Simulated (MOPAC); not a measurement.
MOPAC input (PM6):

```
PM6 PRECISE GNORM=0.05 LET XYZ UHF MS=0.5 GEO-OK AUX(PRECISION=9) THREADS=1
Br2ClSi

Cl   -0.56268900 1    2.26972000 1   -0.12604800 1
Si   -0.09964300 1    0.40227100 1    0.61204100 1
Br    1.93611000 1   -0.19052000 1   -0.09203500 1
Br   -1.62294700 1   -1.07282400 1   -0.09155800 1
```

From the output:

```
                                                       MOPAC v23.2.5 Linux

          FINAL HEAT OF FORMATION =        -58.00498 KCAL/MOL =    -242.69284 KJ/MOL

          COSMO AREA              =        138.02 SQUARE ANGSTROMS
          COSMO VOLUME            =        131.15 CUBIC ANGSTROMS

          GRADIENT NORM           =          0.04563          =       0.02281 PER ATOM
          IONIZATION POTENTIAL    =          7.536519 EV
          ALPHA SOMO LUMO (EV)    =         -7.537 -1.442
          BETA  SOMO LUMO (EV)    =        -10.777 -2.185
          NO. OF ALPHA ELECTRONS  =         13
          NO. OF BETA  ELECTRONS  =         12
          MOLECULAR WEIGHT        =        223.3465         POINT GROUP:  C2v

          MOLECULAR DIMENSIONS (Angstroms)

            Atom       Atom       Distance
           Br     4   Br     3     3.67985
           Cl     1   Br     3     3.10162
           Cl     1   Si     2     0.00093

          SCF CALCULATIONS        =         11

   ATOM   CHEMICAL          X               Y               Z
  NUMBER   SYMBOL      (ANGSTROMS)     (ANGSTROMS)     (ANGSTROMS)

     1      Cl         -0.58392695  *   2.35547926  *   0.04265362  *
     2      Si         -0.09531101  *   0.38447719  *   0.02989573  *
     3      Br          1.94823800  *  -0.21223671  *   0.02434491  *
     4      Br         -1.62349660  *  -1.09768256  *   0.02482357  *

                             CARTESIAN COORDINATES

   1   Cl       -0.583926952     2.355479264     0.042653622
   2   Si       -0.095311011     0.384477194     0.029895730
   3   Br        1.948238004    -0.212236708     0.024344911
   4   Br       -1.623496603    -1.097682557     0.024823570

           Empirical Formula: Cl Si Br2  =     4 atoms

      MOLECULAR POINT GROUP   :   C2v

          ALPHA EIGENVALUES
 -28.70173 -28.38135 -26.60519 -18.39852 -13.88242 -13.21869 -12.77774 -11.87476
 -11.86558 -11.67962 -11.31787 -10.85629  -7.53652  -1.44210  -1.10501  -0.86943
   0.74694   0.83007   1.21494   1.49861   1.71610  88.26528  88.37588  88.41344
  88.79051  88.79118 111.38494 111.75670 111.76182 113.01238 113.01587 113.44996
 113.45020 114.20727 114.35791 114.59707

           BETA EIGENVALUES
 -27.84351 -27.52947 -26.12936 -18.10426 -13.47225 -12.85161 -12.67279 -11.63725
 -11.61984 -11.30554 -11.24589 -10.77671  -2.18543  -0.80061  -0.43418  -0.14360
   0.77187   0.85731   1.22977   1.69415   1.88057  88.45213  88.51369  88.54723
  88.79392  88.79420 111.99511 112.21026 112.40139 113.20588 113.21175 113.68418
 113.68546 114.74403 114.81128 115.11901

              NET ATOMIC CHARGES AND DIPOLE CONTRIBUTIONS

  ATOM NO.   TYPE          CHARGE      No. of ELECS.   s-Pop       p-Pop       d-Pop
    1         Cl          -0.150016        7.1500     1.99322     5.15482     0.00198
    2         Si           0.425263        3.5747     1.48756     1.36184     0.72534
    3         Br          -0.137625        7.1376     1.94727     5.18694     0.00342
    4         Br          -0.137622        7.1376     1.94727     5.18694     0.00342
 DIPOLE           X         Y         Z       TOTAL
 POINT-CHG.     0.011    -0.046    -0.002     0.047
 HYBRID         0.066    -0.266     0.000     0.274
 SUM            0.077    -0.312    -0.002     0.321

          ATOMIC ORBITAL ELECTRON POPULATIONS

     Atom    s        px        py        pz      x^2-y^2     xz        z^2       yz        xy
    1 Cl   1.99322   1.83021   1.49279   1.83182   0.00082   0.00003   0.00036   0.00020   0.00056
    2 Si   1.48756   0.50520   0.51771   0.33894   0.19216   0.08064   0.18396   0.08594   0.18265
    3 Br   1.94727   1.53271   1.82352   1.83071   0.00133   0.00046   0.00056   0.00005   0.00102
    4 Br   1.94727   1.67726   1.67896   1.83071   0.00086   0.00027   0.00056   0.00024   0.00149

                    (SZ)    =    0.500000
                    (S**2)  =    0.756737

          ATOMIC ORBITAL SPIN POPULATIONS

    Atom   Total    s     px     py     pz   x^2-y^2  xz     z^2    yz     xy
         Atomic
    1 Cl  0.1044  0.001 -0.001  0.111 -0.006  0.000 -0.000 -0.000  0.000  0.000
    2 Si  0.5193  0.388 -0.026 -0.014  0.016 -0.004 -0.001  0.166 -0.000 -0.005
    3 Br  0.1882 -0.000  0.179  0.014 -0.004  0.000  0.000 -0.000  0.000  0.000
    4 Br  0.1882 -0.000  0.092  0.101 -0.004  0.000  0.000 -0.000  0.000  0.000

 **********************
 *                    *
 * JOB ENDED NORMALLY *
 *                    *
 **********************

 == MOPAC DONE ==
```

The geometry given is a B3LYP-D3(BJ)/def2-TZVP minimum.
